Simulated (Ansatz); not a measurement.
Born–Oppenheimer molecular dynamics of Cl₄H₂W (7 atoms, charge 0, multiplicity 1). It starts at the highest image of a converged band, a first-order saddle point between two minima.

Method: RKS PBE0/def2-SVP (Ansatz 0.2.0).

```yaml
ensemble: NVE (velocity Verlet)
time_step: 0.5 fs
steps_asked: 108
starting_velocities_drawn_for: 300 K
seed: 7271
```

First frame:

```xyz
7
Properties=species:S:1:pos:R:3
W -0.660 -0.275 -0.424
H 1.677 0.343 1.225
Cl 2.816 -0.101 0.800
H -0.415 0.997 0.631
Cl -2.913 -0.036 -0.285
Cl -0.395 -2.178 0.762
Cl 0.442 0.580 -2.158
```

(1) How far do the bonds stretch over the last three quarters of this one trajectory? (Pairs bonded in most of those frames.)

## Answers

(1) 
```csv
bond,mean (Å),spread (Å),shortest,longest
W1–H4,1.685,0.069,1.58,1.77
W1–Cl5,2.260,0.019,2.24,2.30
W1–Cl6,2.249,0.016,2.23,2.28
W1–Cl7,2.220,0.027,2.19,2.27
H2–Cl3,1.302,0.009,1.29,1.32
```

Mean temperature of the second half: 182 K. The conserved energy stayed within 0.13 meV per atom of its start (net change 0.07 meV per atom), so the integration is sound. A run of 0.054 ps of so small a system gives no equilibrium averages. The orbitals stay closed-shell, which can raise the energy where a bond breaks towards radicals; this wasn't checked here.

The run took 6.4 min on 2 threads of Intel(R) Xeon(R) Platinum 8375C CPU @ 2.90GHz (Ice Lake), on a shared host, peak memory 0.32 GiB.
